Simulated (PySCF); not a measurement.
## How methods differ on the excitation energy of Mg

Mg [Ne] 3s2 (1S) → Mg [Ne] 3s1 3p1 (3P), as a difference of total energies. Computed with PySCF 2.14 in aug-cc-pCVQZ, with no relativity, point nucleus. Correlated levels: valence: [Ne] frozen; valence and next inner shell: 1s2 frozen; nothing frozen. The calculations carry no spin-orbit coupling.

```
                                method  excitation energy (eV)
                                   UHF                   1.789
                                   LDA                   2.752
                                   PBE                   2.606
                                  PBE0                   2.517
                                r2SCAN                   2.373
                                PBEsol                   2.572
                                  MN15                   3.143
                               wB97X-V                   2.627
                         MP2 (valence)                   2.391
                     SCS-MP2 (valence)                   2.568
    MP2 (valence and next inner shell)                   2.530
SCS-MP2 (valence and next inner shell)                   2.675
                   MP2 (all electrons)                   2.528
               SCS-MP2 (all electrons)                   2.674
```

How much does correlation contribute at MP2 (all electrons)?

2.528 − (1.789) = 0.739 eV, measured against UHF.

For comparison: 2.714 eV (measured; NIST levels, between the centres of gravity of the two terms).
